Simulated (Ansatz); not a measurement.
One change: `[SiH3]OCCCl` becomes `COCCCl`.

Ansatz, PBE0-D4/def2-TZVP geometries, multiplicity 1. Each molecule was computed in one conformer, which needn't be the lowest.

```
                                        property  `[SiH3]OCCCl`
           LUMO energy (ωB97M-V/def2-TZVPP) / eV           1.67
size of the dipole moment (B3LYP/def2-TZVPP) / D           1.16
               HOMO energy (PBE/def2-TZVPP) / eV          -6.93
            HOMO–LUMO gap (PBE0/def2-TZVPP) / eV           8.43
              HOMO energy (PBE0/def2-TZVPP) / eV          -8.46
  size of the dipole moment (PBE/def2-TZVPP) / D           1.09
```

Problem. Give the same properties after the change, and the shifts. (Best estimate.)

Solution. Ansatz gave: 
```tsv
property	`COCCCl`	shift
LUMO energy (ωB97M-V/def2-TZVPP) / eV	2.49	0.82
size of the dipole moment (B3LYP/def2-TZVPP) / D	1.75	0.59
HOMO energy (PBE/def2-TZVPP) / eV	-6.15	0.78
HOMO–LUMO gap (PBE0/def2-TZVPP) / eV	8.38	-0.05
HOMO energy (PBE0/def2-TZVPP) / eV	-7.70	0.76
size of the dipole moment (PBE/def2-TZVPP) / D	1.71	0.62
```

With PBE0 the HOMO rises by 0.76 eV and the LUMO rises by 0.71 eV, so the gap narrows by about 0.05 eV. PBE moves the HOMO by 0.78 eV and ωB97M-V by 0.74 eV. Dipoles are sizes alone; their direction can turn.

B3LYP here is the variant with VWN-RPA as its local correlation; programs differ in this.
